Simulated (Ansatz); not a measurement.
Single points on Cd7CuTe7Br2.

```yaml
crystal:
  periodic: [false, false, false]
  atoms:
    - {symbol: Te, position_ang: [-1.985255, -0.340442, 0.061643]}
    - {symbol: Te, position_ang: [2.211575, -1.133467, -2.661533]}
    - {symbol: Te, position_ang: [-1.986510, -1.777722, 4.083749]}
    - {symbol: Te, position_ang: [2.140419, -0.939345, 2.604657]}
    - {symbol: Te, position_ang: [-1.230811, 2.898590, -2.849126]}
    - {symbol: Te, position_ang: [2.425474, 2.683681, -0.279579]}
    - {symbol: Te, position_ang: [-0.345888, 3.183750, 2.624803]}
    - {symbol: Cd, position_ang: [-2.235290, 0.338875, -2.700500]}
    - {symbol: Cd, position_ang: [-1.002951, 0.630643, 3.346361]}
    - {symbol: Cd, position_ang: [1.166525, 1.466976, -2.575645]}
    - {symbol: Cd, position_ang: [-0.243108, -1.965598, -1.554331]}
    - {symbol: Cu, position_ang: [1.407363, 1.414705, 1.804964]}
    - {symbol: Cd, position_ang: [2.581289, -0.239534, -0.048809]}
    - {symbol: Cd, position_ang: [-0.261178, -2.330917, 2.001007]}
    - {symbol: Cd, position_ang: [-0.685381, 2.256442, -0.039748]}
    - {symbol: Br, position_ang: [-1.910715, -2.008067, -3.841816]}
    - {symbol: Br, position_ang: [-0.045559, -4.138562, 0.023891]}
basis:
  gaussian: {orbitals: def2-SVP, fitting: {mean_field: def2-universal-jkfit}, initial_orbitals: start.molden}
magnetization: {spin_polarized: true, initial_magnetization: 1}
hamiltonian: {xc: pbe, dispersion: d4}
scf: {omitted_lower_state_checks: [starts]}
output: {forces: true, orbitals: {seedname: orbitals}}
```

The file start.molden holds the orbitals of an earlier run on this structure, at another level or in another basis.

```sh
$ ansatz run in.yaml --threads 2 --pin off --events-out ev --progress --plain --max-ram 32768MiB --backend cuda --devices 0, --max-vram 18GiB
```

It prints (some lines left out):

```
Functional definition: PBE
4107 factors; integrals over basis functions are off by at most 9.7e-3 eV
mean field evaluation 1: about -267703.3566 eV, gradient 1.0e1 eV
mean field evaluation 2: about -267703.9913 eV, gradient 6.4e-1 eV
mean field evaluation 4: about -267704.0032 eV, gradient 2.8e-1 eV
mean field evaluation 8: about -267704.0039 eV, gradient 1.8e-5 eV
mean field -267704.00387561 eV, -9837.9406861375 hartree, gradient 1.8e-5 eV, S^2 0.751651; 0 other end points of the search recorded, 0 dependent functions left out
reference -267704.00394188 eV, -9837.9406885730 hartree; 204, 203 occupied and 290, 291 virtual orbitals, 4107 factors
Total energy: -267706.74350415 eV, -9838.0413656295 hartree
Atom 0 at    -1.985255    -0.340442     0.061643 Å, force    -0.002643    -0.013462    -0.001672 eV/Å
Atom 1 at     2.211575    -1.133467    -2.661533 Å, force     0.005457    -0.011738     0.006498 eV/Å
Atom 2 at    -1.986510    -1.777722     4.083749 Å, force    -0.011545    -0.001884     0.014710 eV/Å
Atom 3 at     2.140419    -0.939345     2.604657 Å, force     0.011293     0.011173    -0.021946 eV/Å
Atom 4 at    -1.230811     2.898590    -2.849126 Å, force    -0.003825     0.017509    -0.006206 eV/Å
Atom 5 at     2.425474     2.683681    -0.279579 Å, force     0.001160     0.005814     0.000331 eV/Å
Atom 6 at    -0.345888     3.183750     2.624803 Å, force     0.002194     0.008636    -0.009355 eV/Å
Atom 7 at    -2.235290     0.338875    -2.700500 Å, force    -0.000820    -0.020997     0.004403 eV/Å
Atom 8 at    -1.002951     0.630643     3.346361 Å, force     0.006774    -0.004734     0.012143 eV/Å
Atom 9 at     1.166525     1.466976    -2.575645 Å, force     0.006554     0.000577    -0.002687 eV/Å
Atom 10 at    -0.243108    -1.965598    -1.554331 Å, force     0.007289    -0.003436    -0.006091 eV/Å
Atom 11 at     1.407363     1.414705     1.804964 Å, force     0.001180    -0.011867     0.006967 eV/Å
Atom 12 at     2.581289    -0.239534    -0.048809 Å, force    -0.008006    -0.000614     0.012381 eV/Å
Atom 13 at    -0.261178    -2.330917     2.001007 Å, force    -0.007623    -0.007930    -0.025647 eV/Å
Atom 14 at    -0.685381     2.256442    -0.039748 Å, force    -0.004709     0.011593     0.003265 eV/Å
Atom 15 at    -1.910715    -2.008067    -3.841816 Å, force     0.001269     0.009856     0.006470 eV/Å
Atom 16 at    -0.045559    -4.138562     0.023891 Å, force    -0.004000     0.011505     0.006434 eV/Å
Dipole moment:     0.111584     0.497455    -0.340177 e Å
Checks for a lower state left out: starts
```

Hardware: 2 threads of AMD EPYC 7R13 on a shared host and a share (18 GiB) of an NVIDIA H100 80GB HBM3. Wall time 8 s, peak host memory 1.3 GiB.

First input, but with `hamiltonian: {xc: pbe0, dispersion: d4}` (abridged; 12 s):

```
Functional definition: PBE0
mean field -267710.91682477 eV, -9838.1947323334 hartree, gradient 2.6e-6 eV, S^2 0.756495
Total energy: -267713.42323138 eV, -9838.2868410775 hartree
Atom 0 force     0.171976     0.072623    -0.258506 eV/Å
Atom 1 force    -0.144895     0.198864     0.210580 eV/Å
Atom 2 force     0.247369     0.225296    -0.221979 eV/Å
Atom 3 force    -0.091330     0.134972    -0.274433 eV/Å
Atom 4 force     0.139534    -0.228246     0.124891 eV/Å
Atom 5 force    -0.164114    -0.139286     0.117018 eV/Å
Atom 6 force     0.080908    -0.157040    -0.232777 eV/Å
Atom 7 force     0.069072    -0.052012     0.078935 eV/Å
Atom 8 force    -0.106037    -0.272944     0.141023 eV/Å
Atom 9 force    -0.077142    -0.047928    -0.013514 eV/Å
Atom 10 force    -0.021967    -0.082520     0.008218 eV/Å
Atom 11 force     0.136100     0.044039     0.040039 eV/Å
Atom 12 force     0.000283    -0.074146     0.025388 eV/Å
Atom 13 force    -0.142513    -0.042417     0.150440 eV/Å
Atom 14 force    -0.135130     0.006880    -0.046378 eV/Å
Atom 15 force     0.043651     0.177367     0.158818 eV/Å
Atom 16 force    -0.005763     0.236497    -0.007765 eV/Å
Dipole moment:     0.248249     0.740045    -0.573667 e Å
Checks for a lower state left out: starts
```

As the first input, with `hamiltonian: {xc: hf}`, `output: {orbitals: {seedname: orbitals}}` (abridged; 8.5 s):

```
Functional definition: HF
mean field -267227.03918494 eV, -9820.4125570538 hartree, gradient 8.6e-6 eV, S^2 0.794110
Total energy: -267227.03918494 eV, -9820.4125570538 hartree
Checks for a lower state left out: starts
```

First input, but with `hamiltonian: {xc: {name: B97M-V}}`, `output: {orbitals: {seedname: orbitals}}` (abridged; 14 s):

```
Functional definition: B97M-V
mean field -267695.94743417 eV, -9837.6446173754 hartree, gradient 1.4e-5 eV, S^2 0.754805
Total energy: -267695.94752973 eV, -9837.6446208872 hartree
Checks for a lower state left out: starts
```

First input, but with `hamiltonian: {xc: {name: r2SCAN0}, dispersion: d4}`, `output: {orbitals: {seedname: orbitals}}` (abridged; 16 s):

```
Functional definition: r2SCAN0
mean field evaluation 16: about -267750.3852 eV, gradient 2.9e-6 eV
mean field -267750.38521228 eV, -9839.6451688220 hartree, gradient 2.9e-6 eV, S^2 0.759603
Total energy: -267751.29059332 eV, -9839.6784409614 hartree
Checks for a lower state left out: starts
```

First input, but with `gaussian: {orbitals: def2-mTZVP, fitting: {mean_field: def2-universal-jkfit}, initial_orbitals: start.molden}`, `hamiltonian: {xc: r2scan, dispersion: d4}`, `output: {orbitals: {seedname: orbitals}}` (abridged; 12 s):

```
Functional definition: r2SCAN
mean field -267796.08055122 eV, -9841.3244415544 hartree, gradient 2.9e-5 eV, S^2 0.753660
Total energy: -267796.76144130 eV, -9841.3494638034 hartree
Checks for a lower state left out: starts
```

The first input with `hamiltonian: {xc: r2scan, dispersion: d4}`, `output: {orbitals: {seedname: orbitals}}` (abridged; 11 s):

```
Functional definition: r2SCAN
mean field evaluation 16: about -267764.1564 eV, gradient 9.8e-6 eV
mean field -267764.15639776 eV, -9840.1512505537 hartree, gradient 9.8e-6 eV, S^2 0.753296
Total energy: -267764.83728718 eV, -9840.1762727784 hartree
Checks for a lower state left out: starts
```

Geometry: PBE-D4/def2-SVP.

In the def2 sets Cd, Te take a core potential; there is no spin–orbit coupling. Single mean-field runs in def2-SVP, def2-mTZVP are fitted with def2-universal-jkfit. At PBE-D4/def2-SVP, B97M-V/def2-SVP, r2SCAN-D4/def2-mTZVP, r2SCAN-D4/def2-SVP the gap within one spin of the charge 0 doublet nearly closes, so an electron or hole may be smeared out by delocalisation error. No other spin state of charge 0 was run.
